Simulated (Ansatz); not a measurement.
Br₂H₂HfO₂ (`[OH][Hf]([OH])([Br])[Br]`). Charge 0, multiplicity 1. Hf: def2 effective core potential.

```xyz
7

O     1.0639   -0.5342   -1.2134
Hf   -0.1594    0.3535   -0.0739
O    -0.5133   -0.6857    1.4681
Br    0.8384    2.5486    0.6370
Br   -2.3124    0.7182   -1.3196
H     1.6782   -1.0912   -1.6809
H    -0.5954   -1.3092    2.1827
```

Task: List the harmonic frequencies (cm⁻¹, unscaled) at PBE0-D4/def2-TZVP in Ansatz. (An estimate is asked.)

Result: Computed: 63, 103, 130, 133, 147, 172, 242, 244, 257, 280, 290, 712, 735, 4011, 4015.

Task: Is this a minimum?

Result: Yes, all 15 modes are real.

Task: Give the ideal-gas thermochemistry at 298.15 K and 1 bar (rigid rotor, harmonic oscillator; point group C2v, symmetry number 2).

Result: Zero-point energy 69.0 kJ/mol; H(298) − E = 96.5 kJ/mol; entropy 421.4 J/(mol·K), of which translation 182.7, rotation 123.4, vibration 115.3; G(298) − E = -29.1 kJ/mol. Modes under 100 cm⁻¹ are hindered rotations or soft bends, so the harmonic entropy is rough.

Task: And at 400, 500, 600, 800 and 1000 K?

Result: 
| T (K) | H − E (kJ/mol) | S (J/mol/K) | G − E (kJ/mol) |
| --- | --- | --- | --- |
| 400 | 109.5 | 458.9 | -74.1 |
| 500 | 122.8 | 488.5 | -121.5 |
| 600 | 136.3 | 513.1 | -171.6 |
| 800 | 163.8 | 552.6 | -278.3 |
| 1000 | 191.8 | 583.9 | -392.1 |
